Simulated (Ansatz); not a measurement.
Complex (SMILES): O (H2O) with F (HF), atoms 1 to 3 the first; geometry from B3LYP-D3(BJ)/def2-TZVP, monomers rigid:
```xyz
5

O      0.0126     0.5732     0.1476
H     -0.2167     0.4999    -0.7856
H      0.6440    -0.1320     0.3287
F      0.9055     2.9606     0.8114
H      0.5537     2.1097     0.6008
```

Interaction energy at MP2 with Ansatz (a first-principles code), kcal/mol, without and with the counterpoise correction (monomers among the partner's ghost functions). All functions are spherical. Cores are frozen. No added dispersion term, no relativity. Reference, counterpoise-corrected: Hartree-Fock in aug-cc-pVQZ plus the correlation part extrapolated as X^-3 from aug-cc-pVTZ and aug-cc-pVQZ, -9.14.

```csv
basis,functions,uncorrected
3-21G,24,-17.24
6-31G,24,-12.50
def2-SV(P),34,-12.66
pcseg-1,43,-10.92
6-311+G**,62,-10.12
def2-SVPD,70,-9.97
aug-pcseg-1,73,-9.50
def2-QZVPP,204,-9.41
```

### Question
How large is the counterpoise correction in each set?

### Answer
3-21G 7.22, 6-31G 2.11, def2-SV(P) 3.36, pcseg-1 2.70, 6-311+G** 2.23, def2-SVPD 1.79, aug-pcseg-1 1.67, def2-QZVPP 0.57 kcal/mol. The corrected value lies nearer the reference in 4 of 8 rows.
